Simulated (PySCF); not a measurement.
**Computed vibrations of [TaH6]−**

[TaH6]− (singlet). PySCF 2.14.0, RKS PBE0, Ta def2-SVP with ECP60, H def2-SVP; non-relativistic Hamiltonian with scalar-relativistic core potentials where named; density fitting; no spin-orbit coupling. Central differences of gradients.

```xyz
7

Ta    0.0000    0.0000    0.0000
H     1.4520    0.0000    1.1068
H    -0.7260    1.2575    1.1068
H    -0.7260   -1.2575    1.1068
H     1.4520    0.0000   -1.1068
H    -0.7260    1.2575   -1.1068
H    -0.7260   -1.2575   -1.1068
```

Run from Python with OMP_NUM_THREADS=2. Where DIIS fails, smearing, a level shift and second-order steps follow.
It took 7.4 s on 2 threads of Arm Neoverse V1, on a shared host.

Q: What are the harmonic wavenumbers and infrared intensities?

A: Modes are labelled in D3h; negative numbers are unstable modes, those under 60 cm⁻¹ near the noise; a finer grid moves soft modes by up to 10 cm⁻¹.
| cm⁻¹ | km/mol | symmetry |
| --- | --- | --- |
| -526 | – | a2'' |
| 158 | 0.0 | e'' |
| 158 | 0.0 | e'' |
| 563 | 8.4 | e' |
| 563 | 8.4 | e' |
| 727 | 0.0 | a1'' |
| 729 | 6.7 | e' |
| 729 | 6.7 | e' |
| 893 | 0.0 | a1' |
| 1658 | 0.0 | e'' |
| 1658 | 0.0 | e'' |
| 1658 | 1082.1 | a2'' |
| 1663 | 900.8 | e' |
| 1663 | 900.8 | e' |
| 1805 | 0.0 | a1' |

Q: Is this a minimum?

A: No: 1 unstable; the lowest moves the atoms so:
```
Ta   0.00  0.00  0.01
H    0.27  0.00 -0.30
H   -0.14  0.24 -0.30
H   -0.14 -0.24 -0.30
H   -0.27  0.00 -0.30
H    0.14 -0.24 -0.30
H    0.14  0.24 -0.30
```
